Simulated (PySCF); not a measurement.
CClF, SMILES F[C]Cl at its PBE0/def2-SVP optimised geometry (Å):

```
3

F     -1.0559     0.6160     0.0000
C     -0.6878    -0.6160     0.0000
Cl     1.0559    -0.6160     0.0000
```

Computed with PBE0/def2-TZVP (PySCF). Cells within 0.4 Å of a nucleus heavier than hydrogen are left out (blank, or x).

Map of the deformation density (molecule minus spherical neutral atoms) (e/bohr³), clipped to [-0.15, 0.15] on the plane z = 0.0 Å:

```
|1111111111111111111111111111111|
|1111111111111111111111111111111|
|1111111111111111111111111111111|
|1111111111111111111111111111111|
|1111111111111111111111111111111|
|1111111111111111111111111111111|
|1111111111111111111111111111111|
|1111111100001111111111111111111|
|1111111000000111111111111111111|
|1111111000000111111111111111111|
|1111111000011110001111111111111|
|1111111111xx3110000111111111111|
|111111112xxxx100000111111111111|
|111111112xxxx100001111111111111|
|1111100011x02100001111111011111|
|1111000001243100111222110001111|
|111100000012x0012111x2100000111|
|11110000011xxx2331xxxx000000111|
|11111001124xxx2331xxxx000000111|
|111111111259xx22100xx1000000111|
|1111111112455211101232100000111|
|1111111111232110001121100001111|
|1111111111111100001111110011111|
|1111111111111100001111111111111|
|1111111111111000001111111111111|
|1111111111111100001111111111111|
|1111111111111111111111111111111|
|1111111111111111111111111111111|
|1111111111111111111111111111111|
|1111111111111111111111111111111|
|1111111111111111111111111111111|
```
Scale: ten equal steps from -0.018 (start of '0') to 0.150 (end of '9'), in the order '0123456789'; x runs from -3.50 to 3.50, y from -3.50 (bottom) to 3.50 (top).
